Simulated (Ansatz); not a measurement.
Cost and result for the atomization energy of `CB(P)C[SiH3]` (15 atoms, 14 bonds).

| atom | x (Å) | y (Å) | z (Å) |
| --- | --- | --- | --- |
| C1 | -0.025 | -0.453 | -1.877 |
| B2 | -0.591 | 0.157 | -0.548 |
| P3 | -2.367 | -0.271 | -0.011 |
| C4 | 0.253 | 1.138 | 0.312 |
| Si5 | 1.345 | 0.153 | 1.491 |
| H6 | 0.652 | -1.273 | -1.599 |
| H7 | -0.778 | -0.883 | -2.540 |
| H8 | 0.583 | 0.259 | -2.444 |
| H9 | -2.397 | -1.657 | -0.291 |
| H10 | -2.214 | -0.367 | 1.393 |
| H11 | -0.341 | 1.797 | 0.954 |
| H12 | 0.937 | 1.748 | -0.288 |
| H13 | 0.514 | -0.616 | 2.454 |
| H14 | 2.230 | 1.072 | 2.255 |
| H15 | 2.201 | -0.804 | 0.739 |

Charge 0, multiplicity 1. The structure was optimised at the PBE0-D4/def2-TZVP level. It is one conformer, not always the lowest. Program: Ansatz. All runs use 4 threads of an Arm Neoverse V2 on a shared host. Times are those of one run each, without the atoms' runs, and a repeat can differ threefold. Electronic energies, without spin–orbit coupling; frozen cores. CCSD(T)/CBS adds CCSD(T) − MP2 in def2-TZVPP to the MP2 limit, and its time is that of the two runs behind it. T1 = 0.013. B3LYP takes the VWN-RPA correlation (the form of Gaussian; ORCA's B3LYP/G). HSE06 is the plane-wave form, built on full-range PBE exchange.

CCSD(T)/CBS is a level of theory with its own doubt, some kJ/mol a heavy atom from the limit and from the frozen cores, so smaller differences don't rank the functionals.

```csv
level,functions,atomization (kJ/mol),difference from CCSD(T)/CBS,per bond
HSE06-D4/def2-TZVPP,317,5221.0,24.8,1.8
CCSD(T)/CBS(def2),–,5196.2,0.0,0.0
ωB97M-V/def2-TZVPP (with forces),317,5237.1,40.9,2.9
r2SCANh-D4/def2-TZVPP,317,5214.0,17.8,1.3
ωB97X-V/def2-TZVPP,317,5244.6,48.4,3.5
CAM-B3LYP-D4/def2-TZVPP,317,5242.4,46.2,3.3
r2SCAN-D4/def2-TZVPP (with forces),317,5229.4,33.2,2.4
MP2/def2-QZVPP,611,5153.5,-42.7,-3.1
CCSD(T)/def2-SVP,128,4931.8,-264.4,-18.9
BLYP-D4/def2-TZVPP,317,5185.7,-10.5,-0.7
B3LYP-D4/def2-TZVPP (with forces),317,5231.0,34.8,2.5
PBE-QIDH/def2-TZVPP,317,5180.6,-15.6,-1.1
CCSD(T)/def2-TZVPP,317,5078.5,-117.7,-8.4
```

Q: Order the runs by time, with rough figures. (An estimate is asked.)

A: Ansatz gave: BLYP-D4/def2-TZVPP 3.5 s; HSE06-D4/def2-TZVPP 5.5 s; CAM-B3LYP-D4/def2-TZVPP 6 s; r2SCAN-D4/def2-TZVPP (with forces) 7.5 s; r2SCANh-D4/def2-TZVPP 8 s; B3LYP-D4/def2-TZVPP (with forces) 8.5 s; CCSD(T)/def2-SVP 9.5 s; PBE-QIDH/def2-TZVPP 9.5 s; ωB97X-V/def2-TZVPP 12 s; ωB97M-V/def2-TZVPP (with forces) 18 s; MP2/def2-QZVPP 43 s; CCSD(T)/def2-TZVPP 19 min; CCSD(T)/CBS(def2) 20 min.

At CCSD(T), def2-SVP lies −264.4 kJ/mol from the extrapolated value and def2-TZVPP −117.6 kJ/mol: correlation converges slowly with the basis, and small sets miss more of it in the bonded molecule than in its fragments. The D4 term adds +57.0 kJ/mol with B3LYP and +30.5 kJ/mol with PBE0; it sums over pairs of atoms, weighted by their polarisabilities, and B3LYP, whose exchange is more repulsive, gets the larger term. Leaving LDA and LC-ωPBE aside and taking each functional with its dispersion term where it has one, the values, not all of them listed here, spread over 109.2 kJ/mol, from BHLYP-D4 to B97M-V. LDA lies +623.2 kJ/mol from PBE without D4, its usual overbinding.
